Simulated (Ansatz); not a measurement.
Geometry optimisation of C₈H₁₁BF₄S⁻, that is dimethylphenylsulfonium tetrafluoroborate with one electron more.

```yaml
crystal:
  periodic: [false, false, false]
  atoms:
    - {symbol: C, position_ang: [1.933107, 1.214339, 0.486762]}
    - {symbol: S, position_ang: [1.173598, -0.146692, -0.436682]}
    - {symbol: C, position_ang: [1.486326, 0.406557, -2.146360]}
    - {symbol: C, position_ang: [-0.598992, 0.113769, -0.302112]}
    - {symbol: C, position_ang: [-1.318011, -1.002309, 0.156712]}
    - {symbol: C, position_ang: [-2.712097, -0.891586, 0.264380]}
    - {symbol: C, position_ang: [-3.357978, 0.309754, -0.066210]}
    - {symbol: C, position_ang: [-2.616734, 1.417812, -0.510467]}
    - {symbol: C, position_ang: [-1.223271, 1.326242, -0.633335]}
    - {symbol: H, position_ang: [1.582734, 1.063520, 1.522811]}
    - {symbol: H, position_ang: [3.020667, 1.020652, 0.445856]}
    - {symbol: H, position_ang: [1.654765, 2.194580, 0.058486]}
    - {symbol: H, position_ang: [2.580028, 0.343536, -2.303968]}
    - {symbol: H, position_ang: [0.975961, -0.312531, -2.813522]}
    - {symbol: H, position_ang: [1.122980, 1.434836, -2.330078]}
    - {symbol: H, position_ang: [-0.771456, -1.914306, 0.447380]}
    - {symbol: H, position_ang: [-3.294520, -1.753075, 0.623066]}
    - {symbol: H, position_ang: [-4.451497, 0.388801, 0.028127]}
    - {symbol: H, position_ang: [-3.124286, 2.361362, -0.760341]}
    - {symbol: H, position_ang: [-0.644572, 2.196458, -0.978436]}
    - {symbol: F, position_ang: [1.101990, -2.860134, 0.951393]}
    - {symbol: B, position_ang: [1.740277, -1.993115, 1.871253]}
    - {symbol: F, position_ang: [0.840020, -0.852306, 2.044190]}
    - {symbol: F, position_ang: [1.972010, -2.592099, 3.087365]}
    - {symbol: F, position_ang: [2.928940, -1.474046, 1.293711]}
basis:
  gaussian: {orbitals: def2-SVP}
total_charge: -1
magnetization: {spin_polarized: true, initial_magnetization: 1}
hamiltonian: {xc: pbe, dispersion: d4}
scf: {lower_state_search: "off"}
output: {orbitals: {seedname: orbitals}}
relax: {f_tol: 0.03, max_steps: 70}
```

```sh
$ ansatz run in.yaml --threads 4 --pin off --events-out ev --progress --plain --max-ram 6963MiB
```

It prints (some lines left out):

```
Functional definition: PBE
  name "PBE"
  cite "Perdew, Burke & Ernzerhof, Phys. Rev. Lett. 77, 3865 (1996) doi:10.1103/PhysRevLett.77.3865"
  parent pbe
  parameter kappa = 0.804
  parameter beta = 0.06672455060314922
  exchange = pbe_x(kappa = kappa, mu = beta*pi^2/3)
  correlation = pbe_c(beta = beta)
these checks for a lower state are left out or cut short: stability, starts, cluster_reference, orbital_swaps, neighbouring_geometries, increment
mean field -30814.12567052 eV, -1132.3982318269 hartree, gradient 2.5e-6 eV, S^2 0.753389; 0 other end points of the search recorded, 0 dependent functions left out
the calculation of the forces begins
relax step   1: F+E_penalty+E_count = -30814.98875570 eV  Δ(F+E_penalty+E_count) = +0.000e0 eV  max|allowed force component| = 2.948e0 eV/Å  Δτ_max = 0.0000 Å  (26 SCF iters, accepted)
these checks for a lower state are left out or cut short: stability, starts, cluster_reference, orbital_swaps, neighbouring_geometries, increment
mean field -30814.50441194 eV, -1132.4121503176 hartree, gradient 2.7e-6 eV, S^2 0.753916; 0 other end points of the search recorded, 0 dependent functions left out
the calculation of the forces begins
relax step   2: F+E_penalty+E_count = -30815.34104728 eV  Δ(F+E_penalty+E_count) = -3.523e-1 eV  max|allowed force component| = 1.766e0 eV/Å  Δτ_max = 0.1931 Å  (28 SCF iters, accepted)
these checks for a lower state are left out or cut short: stability, starts, cluster_reference, orbital_swaps, neighbouring_geometries, increment
mean field -30814.60502348 eV, -1132.4158477235 hartree, gradient 2.8e-6 eV, S^2 0.754325; 0 other end points of the search recorded, 0 dependent functions left out
the calculation of the forces begins
relax step   3: F+E_penalty+E_count = -30815.43368298 eV  Δ(F+E_penalty+E_count) = -9.264e-2 eV  max|allowed force component| = 4.675e-1 eV/Å  Δτ_max = 0.0997 Å  (24 SCF iters, accepted)
these checks for a lower state are left out or cut short: stability, starts, cluster_reference, orbital_swaps, neighbouring_geometries, increment
mean field -30814.62411209 eV, -1132.4165492171 hartree, gradient 2.6e-6 eV, S^2 0.754394; 0 other end points of the search recorded, 0 dependent functions left out
the calculation of the forces begins
relax step   4: F+E_penalty+E_count = -30815.45182679 eV  Δ(F+E_penalty+E_count) = -1.814e-2 eV  max|allowed force component| = 1.721e-1 eV/Å  Δτ_max = 0.0639 Å  (23 SCF iters, accepted)
these checks for a lower state are left out or cut short: stability, starts, cluster_reference, orbital_swaps, neighbouring_geometries, increment
mean field -30814.63415331 eV, -1132.4169182250 hartree, gradient 1.8e-6 eV, S^2 0.754396; 0 other end points of the search recorded, 0 dependent functions left out
the calculation of the forces begins
relax step   5: F+E_penalty+E_count = -30815.45982593 eV  Δ(F+E_penalty+E_count) = -7.999e-3 eV  max|allowed force component| = 1.695e-1 eV/Å  Δτ_max = 0.0606 Å  (23 SCF iters, accepted)
these checks for a lower state are left out or cut short: stability, starts, cluster_reference, orbital_swaps, neighbouring_geometries, increment
mean field -30814.63766109 eV, -1132.4170471334 hartree, gradient 1.5e-6 eV, S^2 0.754398; 0 other end points of the search recorded, 0 dependent functions left out
the calculation of the forces begins
relax step   6: F+E_penalty+E_count = -30815.46424907 eV  Δ(F+E_penalty+E_count) = -4.423e-3 eV  max|allowed force component| = 1.602e-1 eV/Å  Δτ_max = 0.0612 Å  (23 SCF iters, accepted)
these checks for a lower state are left out or cut short: stability, starts, cluster_reference, orbital_swaps, neighbouring_geometries, increment
mean field -30814.64414608 eV, -1132.4172854523 hartree, gradient 2.7e-6 eV, S^2 0.754455; 0 other end points of the search recorded, 0 dependent functions left out
the calculation of the forces begins
relax step   7: F+E_penalty+E_count = -30815.46875619 eV  Δ(F+E_penalty+E_count) = -4.507e-3 eV  max|allowed force component| = 1.042e-1 eV/Å  Δτ_max = 0.0945 Å  (22 SCF iters, accepted)
these checks for a lower state are left out or cut short: stability, starts, cluster_reference, orbital_swaps, neighbouring_geometries, increment
mean field -30814.65083019 eV, -1132.4175310889 hartree, gradient 9.9e-6 eV, S^2 0.754610; 0 other end points of the search recorded, 0 dependent functions left out
the calculation of the forces begins
relax step   8: F+E_penalty+E_count = -30815.47315083 eV  Δ(F+E_penalty+E_count) = -4.395e-3 eV  max|allowed force component| = 1.238e-1 eV/Å  Δτ_max = 0.1228 Å  (23 SCF iters, accepted)
[...]
the calculation of the forces begins
relax step  20: F+E_penalty+E_count = -30815.77557255 eV  Δ(F+E_penalty+E_count) = +1.001e-2 eV  max|allowed force component| = 4.283e-1 eV/Å  Δτ_max = 0.1203 Å  (22 SCF iters, rejected (line search))
these checks for a lower state are left out or cut short: stability, starts, cluster_reference, orbital_swaps, neighbouring_geometries, increment
mean field -30815.05710054 eV, -1132.4324612490 hartree, gradient 1.6e-6 eV, S^2 0.753515; 0 other end points of the search recorded, 0 dependent functions left out
the calculation of the forces begins
relax step  21: F+E_penalty+E_count = -30815.81056977 eV  Δ(F+E_penalty+E_count) = -2.498e-2 eV  max|allowed force component| = 1.710e-1 eV/Å  Δτ_max = 0.0581 Å  (24 SCF iters, accepted)
these checks for a lower state are left out or cut short: stability, starts, cluster_reference, orbital_swaps, neighbouring_geometries, increment
mean field -30815.05713743 eV, -1132.4324626048 hartree, gradient 1.4e-6 eV, S^2 0.753513; 0 other end points of the search recorded, 0 dependent functions left out
the calculation of the forces begins
relax step  22: F+E_penalty+E_count = -30815.81292835 eV  Δ(F+E_penalty+E_count) = -2.359e-3 eV  max|allowed force component| = 1.132e-1 eV/Å  Δτ_max = 0.0235 Å  (21 SCF iters, accepted)
these checks for a lower state are left out or cut short: stability, starts, cluster_reference, orbital_swaps, neighbouring_geometries, increment
mean field -30815.05920773 eV, -1132.4325386868 hartree, gradient 2.8e-6 eV, S^2 0.753551; 0 other end points of the search recorded, 0 dependent functions left out
the calculation of the forces begins
relax step  23: F+E_penalty+E_count = -30815.81408400 eV  Δ(F+E_penalty+E_count) = -1.156e-3 eV  max|allowed force component| = 9.016e-2 eV/Å  Δτ_max = 0.0703 Å  (21 SCF iters, accepted)
these checks for a lower state are left out or cut short: stability, starts, cluster_reference, orbital_swaps, neighbouring_geometries, increment
mean field -30815.05963696 eV, -1132.4325544607 hartree, gradient 1.5e-6 eV, S^2 0.753537; 0 other end points of the search recorded, 0 dependent functions left out
the calculation of the forces begins
relax step  24: F+E_penalty+E_count = -30815.81195020 eV  Δ(F+E_penalty+E_count) = +2.134e-3 eV  max|allowed force component| = 1.732e-1 eV/Å  Δτ_max = 0.0704 Å  (23 SCF iters, rejected (line search))
these checks for a lower state are left out or cut short: stability, starts, cluster_reference, orbital_swaps, neighbouring_geometries, increment
mean field -30815.06097023 eV, -1132.4326034576 hartree, gradient 2.2e-6 eV, S^2 0.753523; 0 other end points of the search recorded, 0 dependent functions left out
the calculation of the forces begins
relax step  25: F+E_penalty+E_count = -30815.81565217 eV  Δ(F+E_penalty+E_count) = -1.568e-3 eV  max|allowed force component| = 4.539e-2 eV/Å  Δτ_max = 0.0352 Å  (23 SCF iters, accepted)
these checks for a lower state are left out or cut short: stability, starts, cluster_reference, orbital_swaps, neighbouring_geometries, increment
mean field -30815.06157964 eV, -1132.4326258529 hartree, gradient 1.8e-6 eV, S^2 0.753530; 0 other end points of the search recorded, 0 dependent functions left out
the calculation of the forces begins
relax step  26: F+E_penalty+E_count = -30815.81592048 eV  Δ(F+E_penalty+E_count) = -2.683e-4 eV  max|allowed force component| = 2.589e-2 eV/Å  Δτ_max = 0.0127 Å  (17 SCF iters, accepted)
Total energy: -30815.81597158 eV, -1132.4603492452 hartree
Atom 0 at     2.982845     1.257187     0.993526 Å, force    -0.003396     0.001658    -0.000818 eV/Å
Atom 1 at     0.903436    -0.326479    -1.128715 Å, force    -0.004731    -0.012207     0.015356 eV/Å
Atom 2 at     1.277172     1.026403    -2.275971 Å, force     0.005275    -0.006166     0.001677 eV/Å
Atom 3 at    -0.805384    -0.051469    -0.758277 Å, force     0.025890     0.005232    -0.015812 eV/Å
Atom 4 at    -1.352471    -0.873160     0.257675 Å, force    -0.008135    -0.005946     0.006395 eV/Å
Atom 5 at    -2.698034    -0.727802     0.608865 Å, force     0.006756    -0.006509     0.002085 eV/Å
Atom 6 at    -3.519411     0.224048    -0.024871 Å, force    -0.007212     0.000920    -0.000938 eV/Å
Atom 7 at    -2.971164     1.039133    -1.024887 Å, force     0.007072     0.008210    -0.003727 eV/Å
Atom 8 at    -1.621638     0.908720    -1.394933 Å, force    -0.020665    -0.000760     0.007318 eV/Å
Atom 9 at     2.400254     0.476734     1.507686 Å, force     0.009776     0.009204    -0.006882 eV/Å
Atom 10 at     3.938112     0.995173     0.514339 Å, force    -0.012145     0.003072     0.007704 eV/Å
Atom 11 at     2.595611     2.282357     0.884659 Å, force     0.006266    -0.012106     0.002267 eV/Å
Atom 12 at     2.362204     0.943257    -2.478987 Å, force     0.000106     0.002879    -0.004800 eV/Å
Atom 13 at     0.723437     0.946685    -3.234945 Å, force    -0.000049     0.003111    -0.003395 eV/Å
Atom 14 at     1.085437     2.015605    -1.812169 Å, force    -0.002592     0.003766    -0.001638 eV/Å
Atom 15 at    -0.699326    -1.603559     0.764359 Å, force    -0.001572     0.001841     0.001442 eV/Å
Atom 16 at    -3.108471    -1.367755     1.406045 Å, force    -0.001469    -0.000244     0.001256 eV/Å
Atom 17 at    -4.576530     0.332381     0.265021 Å, force     0.000883     0.001151    -0.001989 eV/Å
Atom 18 at    -3.596712     1.792971    -1.530551 Å, force    -0.001861     0.002763     0.000269 eV/Å
Atom 19 at    -1.216680     1.560464    -2.182129 Å, force     0.001254    -0.003787     0.001358 eV/Å
Atom 20 at     0.838664    -2.873260     1.141129 Å, force     0.000776     0.003635    -0.003892 eV/Å
Atom 21 at     1.591369    -2.175087     2.137295 Å, force     0.000632    -0.001207     0.001622 eV/Å
Atom 22 at     0.949166    -0.926721     2.381020 Å, force    -0.004743     0.001734    -0.001614 eV/Å
Atom 23 at     1.621610    -2.931911     3.322407 Å, force    -0.000629    -0.001278     0.001940 eV/Å
Atom 24 at     2.896492    -1.943896     1.662391 Å, force     0.004512     0.001036    -0.005183 eV/Å
Dipole moment:    -0.961018     1.194850    -1.482373 e Å
Checks for a lower state left out: stability, starts, cluster_reference, orbital_swaps, neighbouring_geometries, increment
```

Hardware: 4 threads of Arm Neoverse V1 on a shared host. Wall time 3.4 min.

In the doublet geometry the species has come apart into loosely held pieces. The relaxation made no stability test and no search for a lower SCF solution.
